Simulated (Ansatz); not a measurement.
Ansatz (a first-principles code) input:
A basis named .json is the Basis Set Exchange file of that set.

Ansatz 0.2 input:
```yaml
crystal:
  periodic: [false, false, false]
  atoms:
    - {symbol: Hg, position_ang: [-0.00000000, -0.00000000, -1.03539580]}
    - {symbol: I, position_ang: [0.00000000, 0.00000000, 1.56286159]}
basis:
  gaussian:
    orbitals: def2-QZVPPD.json
total_charge: 1
magnetization: {spin_polarized: false}
correlation: {method: ccsd_t, electrons: outside_noble_gas}
```

Task: Which total energy does the run end on?

Result: -449.50575 Eh (CCSD(T)/def2-QZVPPD). The basis has 179 functions. The run takes around 25 core-seconds (rough).
